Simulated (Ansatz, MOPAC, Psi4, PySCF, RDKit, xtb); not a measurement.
Complex: C2H4 (SMILES C=C) (first 6 atoms) with H4OSi (SMILES O[SiH3]); geometry from B3LYP-D3(BJ)/def2-TZVP, rigid monomers moved along the line of their centres of mass till H4···O7 is 3.04 Å.
(charge 0, multiplicity 1):
```tsv
atom	x (Å)	y (Å)	z (Å)
C	-0.3552	-0.4689	-0.0182
C	0.4663	0.5705	0.0029
H	-1.1645	-0.5394	-0.7351
H	-0.2469	-1.2837	0.6863
H	1.2720	0.6355	0.7235
H	0.3667	1.3942	-0.6938
O	0.6923	-0.9865	3.5658
Si	-0.3212	0.2065	4.1073
H	1.5641	-1.0548	3.9617
H	-0.4221	0.1755	5.5887
H	-1.6384	-0.0673	3.5053
H	0.1522	1.5532	3.7077
```

```csv
level,interaction energy (kJ/mol),cost
MMFF94,-2.9,-
UFF,-5.5,-
GFN-FF,-4.2,-
AM1,0.2,-
PM3,0.8,-
PM6,-0.6,-
PM7,-2.5,-
GFN1-xTB,-5.0,-
HF/STO-3G (no counterpoise),-0.7,-
HF/3-21G (no counterpoise),-6.5,-
HF/6-31G*,-0.2,-
HF/6-31G* (no counterpoise),-3.8,-
HF/aug-cc-pV(D+d)Z,-0.4,-
PBE/def2-TZVPPD,-2.8,×1
PBE-D3(BJ)/def2-TZVPPD,-7.2,×1
PBE-D4/def2-TZVPPD,-7.4,×1
BP86/6-31G* (no counterpoise),-1.7,-
r2SCAN/def2-TZVPPD,-4.2,×2
r2SCAN-D3(BJ)/def2-TZVPPD,-6.4,×2
r2SCAN-D4/def2-TZVPPD,-6.2,×2
B3LYP/3-21G (no counterpoise),-6.6,-
B3LYP/6-31G*,0.1,-
B3LYP/6-31G* (no counterpoise),-4.2,-
B3LYP/6-311+G** (no counterpoise),-0.8,-
B3LYP/def2-TZVPPD,-0.1,×1
B3LYP-D3(BJ)/def2-TZVPPD,-6.7,×1
B3LYP-D4/def2-TZVPPD,-6.7,×1
PBE0/def2-TZVPPD,-2.7,×1
PBE0-D3(BJ)/def2-TZVPPD,-7.1,×1
PBE0-D4/def2-TZVPPD,-7.1,×1
M06-2X/6-31G* (no counterpoise),-8.5,-
wB97X-V/def2-TZVPPD,-6.3,×3
wB97M-V/def2-TZVPPD,-5.9,×4
MP2/6-31G*,-2.2,-
MP2/6-31G* (no counterpoise),-7.7,-
MP2/aug-cc-pV(D+d)Z,-5.4,-
SCS-MP2/aug-cc-pV(D+d)Z,-4.1,-
CCSD/aug-cc-pV(D+d)Z,-4.6,-
CCSD(T)/aug-cc-pV(D+d)Z,-5.3,×10
SAPT0/jun-cc-pV(D+d)Z,-4.6,-
```

The rows run from -8.5 (M06-2X/6-31G* (no counterpoise)) to 0.8 kJ/mol (PM3). In aug-cc-pV(D+d)Z the value moves HF -0.4, MP2 -5.4, CCSD -4.6, CCSD(T) -5.3, a shift of -4.9 from HF to CCSD(T). The dispersion term adds -4.3 in PBE-D3(BJ), -4.6 in PBE-D4, -2.2 in r2SCAN-D3(BJ). The 6 functionals in def2-TZVPPD without D3 or D4 span 6.2, from wB97X-V to B3LYP.

Counterpoise-corrected where a basis set is named; no monomer relaxation. Rows marked so take none. RDKit's UFF carries no charges.

Correlated levels freeze the cores. Rows in 3-21G, 6-311+G**, 6-31G*, STO-3G carry no dispersion term and start afresh at each structure (6-31G* with six Cartesian d functions). MP2/6-31G* freezes PySCF's default core. The state reached by AM1, PM3, PM6, PM7 isn't checked; PM7 holds dispersion and hydrogen-bond terms.

Run with Ansatz (a quantum-chemistry and plane-wave program) with Gaussian orbitals; MOPAC for AM1, PM3, PM6, PM7 (differences of heats of formation); Psi4 for SAPT; PySCF for 3-21G rows, 6-311+G** rows, 6-31G* rows, STO-3G rows, the dispersion terms; RDKit for the force fields; xtb for the GFN methods. 

Costs are rough ratios of core time to PBE/def2-TZVPPD (about 8 s over the structures, on one shared machine); a dash marks a level with no comparable run of its own.
